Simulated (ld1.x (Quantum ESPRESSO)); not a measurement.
# Building the ultrasoft potential for Os (BLYP, fully relativistic).

ld1.x (Quantum ESPRESSO) 7.5 input, shortened:

```
&input
   title='Os', zed=76., rel=2, dft='BLYP', iswitch=3,
   config='[Xe] 4f14 5d6 6s2 6p0', rel_dist='average'
 /
 &inputp
   pseudotype=3, tm=.true., lloc=-1, rcloc=1.65,
   nlcc=.true., new_core_ps=.true., rcore=1.20
 /
6
6S  1  0   2.00   0.00  2.55  2.90  0.0
6S  1  0   0.00   0.60  2.55  2.90  0.0
6P  2  1   0.00   0.00  3.30  4.10  0.0
6P  2  1   0.00   1.30  3.30  4.10  0.0
5D  3  2   6.00   0.00  1.15  1.35  0.0
5D  3  2   0.00  -0.10  1.15  1.35  0.0
 &test
   configts(1)='5d6 6s2 6p0'
 /
```

Open shells are filled in proportion to 2j + 1 (rel_dist='average').

All-electron outer shells of the reference configuration (BLYP, scalar-relativistic, ld1.x):

```csv
shell,level (eV),outermost node (bohr),outermost maximum (bohr)
4f,-51.78,–,0.40
5p,-50.68,0.55,1.03
5d,-6.11,0.60,1.36
6s,-6.06,1.20,2.48
6p,-1.24,1.44,3.60
```

Does the generator finish with these settings?

Yes, a potential is produced and its reference levels are reproduced.

Does the potential have ghost states?

Ghost states, extra bound levels that the all-electron valence spectrum of the same l lacks: s at -237.6 eV, p3/2 at -36.1 eV (p1/2 not tested). A true bound ghost makes a file unfit for plane-wave use.

Is the overlap operator S = 1 + Σ q|β⟩⟨β| positive definite (Bessel basis up to 400 Ry)?

No: its lowest eigenvalue is -0.510, in the p1/2 channel, so the generalised eigenproblem breaks down once the basis is large enough.

Its largest configuration-test error is -67 meV (5d5 6s0 6p0). Test run stopped at test 4 of 7 (negative rho).

Its overlap operator is not positive definite in a basis up to 400 Ry (lowest eigenvalue p1/2 -0.51), so the file is unfit for use: the generalised eigenproblem breaks down once the basis is large enough, and its test numbers describe a broken file.
